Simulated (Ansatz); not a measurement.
Born–Oppenheimer molecular dynamics of AlB2H7Si (11 atoms, charge 0, multiplicity 1). It starts at the highest image of a converged band. Of that band: The profile has 2 maxima (images 1, 4) with wells between them (image 3): this band takes more than one step, which may be the mechanism or a detour left from its start path. A vibrational analysis at the climbing image gives one clearly imaginary mode, 386i cm⁻¹: a first-order saddle point.

Computed with RKS revPBE-D4/def2-SVP in Ansatz 0.2.0.

| Property | Result |
| --- | --- |
| ensemble | NVE (velocity Verlet) |
| time step | 0.5 fs |
| steps asked | 200 |
| starting velocities drawn for | 300 K |
| seed | 11866 |

Frames 5 fs apart, positions in Å, forces in eV/Å.

Velocities at 30 fs (Å/ps):

```
B -1.70 3.69 3.44
B -1.16 2.26 -2.59
Si -1.55 -1.22 1.52
Al 1.71 -1.56 -0.54
H -3.14 -4.88 -18.76
H 14.51 23.09 -14.35
H 1.77 0.76 -23.40
H 1.68 20.18 -2.00
H 15.65 -16.56 9.83
H -10.86 -0.82 10.69
H 8.55 -9.85 1.06
```

```xyz
11
Properties=species:S:1:pos:R:3:forces:R:3 time_fs=30 energy_less_start_eV=0.136 T=184
B -0.490 2.017 -0.399 -1.03 -0.70 -0.69
B -1.111 0.680 -0.992 0.08 -0.31 0.61
Si 0.698 -0.215 -0.438 -0.44 -0.45 0.10
Al 0.387 -2.040 1.204 -0.05 -0.12 0.30
H 0.089 2.614 -1.241 0.68 0.66 -0.46
H -0.625 2.420 0.710 0.22 0.15 0.69
H -1.827 -0.159 -1.475 -0.18 0.14 -0.20
H 1.714 0.782 -0.033 0.48 0.23 0.16
H 1.060 -0.847 -1.754 0.20 0.08 -0.17
H -0.149 -3.514 0.807 0.04 0.20 -0.15
H 0.695 -1.850 2.784 0.00 0.12 -0.19
11
Properties=species:S:1:pos:R:3:forces:R:3 time_fs=35 energy_less_start_eV=0.142 T=178
B -0.507 2.031 -0.395 -0.13 0.56 -0.89
B -1.116 0.686 -0.999 0.12 -0.49 0.31
Si 0.689 -0.221 -0.430 0.45 0.28 -0.07
Al 0.396 -2.049 1.203 -0.08 -0.02 0.36
H 0.113 2.625 -1.339 -0.31 -0.32 0.72
H -0.528 2.552 0.722 0.18 -0.32 -0.30
H -1.822 -0.115 -1.599 0.06 0.46 0.13
H 1.739 0.868 -0.037 -0.39 -0.66 -0.07
H 1.156 -0.910 -1.713 0.03 0.29 0.12
H -0.199 -3.495 0.838 0.01 0.08 -0.25
H 0.739 -1.883 2.767 0.06 0.15 -0.06
11
Properties=species:S:1:pos:R:3:forces:R:3 time_fs=40 energy_less_start_eV=0.078 T=233
B -0.529 2.054 -0.408 -0.19 0.16 0.25
B -1.118 0.683 -0.998 0.66 0.16 0.42
Si 0.684 -0.227 -0.423 -0.03 -0.12 -0.29
Al 0.403 -2.057 1.205 -0.12 0.15 0.14
H 0.096 2.592 -1.314 0.07 0.08 -0.17
H -0.396 2.617 0.694 -0.14 -0.48 -0.46
H -1.818 0.017 -1.706 -0.29 -0.04 -0.03
H 1.698 0.828 -0.047 0.05 -0.09 0.22
H 1.261 -0.913 -1.653 -0.08 0.16 -0.03
H -0.247 -3.458 0.813 -0.03 -0.07 -0.21
H 0.798 -1.884 2.736 0.11 0.09 0.16
11
Properties=species:S:1:pos:R:3:forces:R:3 time_fs=45 energy_less_start_eV=0.128 T=190
B -0.555 2.078 -0.421 -0.05 -0.72 -0.56
B -1.107 0.683 -0.990 0.22 0.12 -0.28
Si 0.678 -0.233 -0.418 -0.50 -0.42 -0.34
Al 0.410 -2.064 1.209 -0.17 0.09 0.14
H 0.090 2.571 -1.324 0.08 0.16 -0.52
H -0.287 2.594 0.602 -0.12 0.32 0.97
H -1.863 0.158 -1.801 0.13 0.04 0.46
H 1.673 0.771 -0.004 0.40 0.47 0.45
H 1.349 -0.878 -1.602 -0.07 -0.05 -0.27
H -0.298 -3.432 0.741 0.08 0.06 0.00
H 0.879 -1.864 2.734 0.01 -0.06 -0.05
11
Properties=species:S:1:pos:R:3:forces:R:3 time_fs=50 energy_less_start_eV=0.188 T=139
B -0.578 2.091 -0.440 1.39 0.58 0.36
B -1.090 0.685 -0.987 0.18 0.25 -0.29
Si 0.670 -0.242 -0.416 0.57 0.39 -0.11
Al 0.414 -2.070 1.213 -0.16 0.09 0.05
H 0.086 2.579 -1.427 -0.60 -0.28 0.53
H -0.225 2.605 0.650 -0.58 -0.23 -0.65
H -1.891 0.294 -1.804 -0.05 -0.35 0.21
H 1.709 0.790 0.125 -0.57 -0.40 -0.11
H 1.416 -0.848 -1.602 -0.22 0.06 0.01
H -0.332 -3.396 0.670 0.12 0.05 0.17
H 0.962 -1.856 2.721 -0.09 -0.16 -0.17
11
Properties=species:S:1:pos:R:3:forces:R:3 time_fs=55 energy_less_start_eV=0.145 T=176
B -0.576 2.112 -0.454 0.30 -0.60 0.34
B -1.069 0.693 -0.989 0.04 0.30 0.01
Si 0.665 -0.248 -0.415 0.27 0.20 -0.11
Al 0.418 -2.076 1.218 -0.15 0.23 -0.31
H -0.027 2.542 -1.448 0.19 0.36 -0.39
H -0.281 2.591 0.604 -0.17 0.37 0.28
H -1.930 0.353 -1.757 -0.08 -0.47 0.00
H 1.638 0.741 0.241 -0.25 -0.09 -0.16
H 1.435 -0.808 -1.604 -0.12 0.03 0.05
H -0.341 -3.353 0.636 0.00 -0.21 0.18
H 1.029 -1.884 2.677 -0.01 -0.13 0.12
11
Properties=species:S:1:pos:R:3:forces:R:3 time_fs=60 energy_less_start_eV=0.140 T=180
B -0.565 2.123 -0.461 0.03 -0.19 -0.07
B -1.049 0.706 -0.993 -0.61 -0.23 -0.12
Si 0.662 -0.253 -0.415 -0.55 -0.26 -0.23
Al 0.420 -2.079 1.220 -0.17 0.09 -0.41
H -0.117 2.572 -1.525 0.19 0.20 0.13
H -0.383 2.653 0.603 0.03 0.27 0.07
H -1.974 0.309 -1.698 0.42 -0.14 0.25
H 1.521 0.682 0.331 0.53 0.61 0.19
H 1.429 -0.763 -1.601 0.16 -0.08 -0.14
H -0.346 -3.354 0.646 -0.03 -0.22 0.18
H 1.090 -1.941 2.656 -0.01 -0.06 0.15
11
Properties=species:S:1:pos:R:3:forces:R:3 time_fs=65 energy_less_start_eV=0.174 T=151
B -0.554 2.131 -0.469 -0.09 0.95 0.00
B -1.039 0.715 -0.997 -0.05 -0.24 0.50
Si 0.655 -0.259 -0.416 0.28 0.50 0.28
Al 0.421 -2.082 1.219 -0.10 -0.29 -0.14
H -0.159 2.647 -1.574 0.08 -0.20 0.79
H -0.477 2.767 0.610 0.10 -0.45 -0.81
H -1.945 0.221 -1.600 -0.17 -0.20 -0.27
H 1.494 0.730 0.436 -0.05 -0.19 -0.52
H 1.452 -0.731 -1.619 0.08 0.03 0.13
H -0.357 -3.401 0.699 0.06 0.06 0.19
H 1.146 -2.014 2.663 -0.14 0.03 -0.15
11
Properties=species:S:1:pos:R:3:forces:R:3 time_fs=70 energy_less_start_eV=0.192 T=135
B -0.546 2.154 -0.479 -0.91 -0.63 -0.73
B -1.033 0.719 -0.992 -0.39 -0.48 0.40
Si 0.651 -0.262 -0.416 0.55 0.58 0.33
Al 0.420 -2.088 1.216 -0.05 -0.43 -0.06
H -0.167 2.696 -1.481 0.60 0.31 -0.58
H -0.549 2.812 0.489 0.18 0.34 1.02
H -1.929 0.100 -1.546 0.18 0.27 -0.06
H 1.471 0.751 0.436 -0.04 -0.26 -0.48
H 1.493 -0.694 -1.611 -0.05 0.03 0.20
H -0.356 -3.438 0.793 -0.01 0.11 0.04
H 1.172 -2.080 2.641 -0.08 0.15 -0.08
11
Properties=species:S:1:pos:R:3:forces:R:3 time_fs=75 energy_less_start_eV=0.165 T=158
B -0.555 2.171 -0.502 -0.39 0.82 -0.24
B -1.035 0.712 -0.978 -0.20 -0.30 0.24
Si 0.650 -0.260 -0.413 0.01 -0.03 0.12
Al 0.420 -2.097 1.213 -0.02 -0.30 -0.13
H -0.056 2.788 -1.467 0.07 -0.32 0.22
H -0.580 2.882 0.519 0.10 -0.67 -0.27
H -1.886 0.033 -1.513 -0.06 0.29 -0.12
H 1.453 0.730 0.340 0.55 0.46 0.32
H 1.528 -0.653 -1.568 -0.01 -0.15 -0.19
H -0.359 -3.453 0.895 -0.16 -0.03 -0.15
H 1.183 -2.111 2.606 0.11 0.22 0.19
11
Properties=species:S:1:pos:R:3:forces:R:3 time_fs=80 energy_less_start_eV=0.114 T=202
B -0.574 2.202 -0.531 0.21 0.30 -0.44
B -1.040 0.700 -0.958 0.17 0.36 0.07
Si 0.651 -0.257 -0.408 0.72 0.45 0.47
Al 0.419 -2.108 1.209 0.10 -0.27 0.15
H 0.076 2.819 -1.425 -0.37 -0.45 0.38
H -0.590 2.830 0.527 -0.05 -0.37 -0.12
H -1.863 0.027 -1.510 -0.38 0.04 -0.20
H 1.535 0.783 0.292 -0.07 -0.17 0.03
H 1.555 -0.645 -1.558 -0.23 -0.16 -0.15
H -0.397 -3.469 0.965 -0.11 0.08 -0.18
H 1.212 -2.091 2.604 0.01 0.18 -0.01
11
Properties=species:S:1:pos:R:3:forces:R:3 time_fs=85 energy_less_start_eV=0.143 T=178
B -0.590 2.236 -0.570 -0.24 -1.55 0.20
B -1.044 0.694 -0.939 -0.36 0.38 -0.68
Si 0.658 -0.251 -0.399 1.02 0.52 0.46
Al 0.419 -2.123 1.206 0.14 -0.16 0.32
H 0.151 2.772 -1.326 0.32 0.52 -0.73
H -0.612 2.700 0.530 -0.18 0.30 0.56
H -1.906 0.046 -1.537 0.21 0.31 0.30
H 1.609 0.807 0.258 -0.42 -0.50 -0.12
H 1.529 -0.674 -1.583 -0.40 -0.07 0.01
H -0.460 -3.464 0.994 0.03 0.20 -0.12
H 1.245 -2.030 2.602 -0.12 0.04 -0.20
```

Of the whole run (100 fs, mean temperature of the second half 174 K): The conserved energy stayed within 0.085 meV per atom of its start (net change 0.041 meV per atom), so the integration is sound. A run of 0.1 ps of so small a system gives no equilibrium averages. The orbitals stay closed-shell, which can raise the energy where a bond breaks towards radicals; this wasn't checked here.

The run took 2.7 min on 2 threads of Intel(R) Xeon(R) 6975P-C (Granite Rapids), with other jobs on the host, peak memory 0.15 GiB.
